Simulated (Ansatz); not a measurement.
Geometry optimisation, UKS PBE0-D4/def2-SVP in Ansatz 0.2.0.

The input (input.yaml):

```yaml
crystal:
  periodic: [false, false, false]
  atoms:
    - { symbol: Zn, position_ang: [-0.3655, -0.9049, -1.5945] }
    - { symbol: Si, position_ang: [0.8762, -0.2374, 0.7337] }
    - { symbol: Cl, position_ang: [-2.2882, 0.4866, -2.0204] }
    - { symbol: H, position_ang: [-0.6196, 0.7316, 0.1433] }
    - { symbol: H, position_ang: [-1.2159, 0.6588, -0.6274] }
    - { symbol: H, position_ang: [0.082, -0.52, 1.9279] }
    - { symbol: H, position_ang: [1.5857, 1.0408, 0.6901] }
    - { symbol: H, position_ang: [1.9453, -1.2554, 0.7473] }
magnetization:
  spin_polarized: true
basis:
  gaussian: { orbitals: def2-SVP }
hamiltonian:
  xc: pbe0
  dispersion: d4
relax:
  f_tol: 0.15
  max_steps: 25
  restrain:
    - { distance: [0, 4], at: 1.53, k: 30.0 }
    - { distance: [3, 1], at: 1.42, k: 30.0 }
    - { distance: [0, 1], at: 3.63, k: 30.0 }
    - { distance: [3, 4], at: 1.92, k: 30.0 }
output:
  orbitals: {}
```

Run as:

```bash
$ ansatz run input.yaml --threads 2 --pin off --max-ram 3072MiB --backend cpu --events-out ev --progress --plain --runs-dir out
```

Where does it end, and by what steps?

The forces met the threshold. The restraints hold the end off the free minimum. After 10 steps the energy has fallen by 0.661 eV (the restraints' own energy left out); H5 moved furthest, 1.12 Å. Parted: Zn1–Si2, Zn1–Cl3. Joined: Zn1–H5, Si2–H4, Cl3–H5.

```csv
step,energy less start (eV),largest force component (eV/Å),accepted
0,0.0000,1.964,yes
1,1.2176,2.346,yes
2,1.7514,2.938,yes
3,1.5805,3.251,yes
4,0.7657,1.937,yes
5,-0.0451,2.346,yes
6,-0.3480,2.076,yes
7,-0.5911,1.874,yes
8,-0.6403,1.810,yes
9,-0.6479,1.977,yes
10,-0.6606,1.799,yes
```

```xyz
8
Properties=species:S:1:pos:R:3
Zn -0.527 -1.147 -2.175
Si 0.831 0.005 0.989
Cl -2.285 1.086 -1.234
H -0.139 0.087 -0.087
H -1.392 0.064 -1.561
H 0.131 -0.247 2.284
H 1.609 1.277 1.068
H 1.772 -1.124 0.717
```

Time of the run: 51 s on 2 threads of Arm Neoverse V1, with other jobs on the host, peak memory 0.29 GiB.
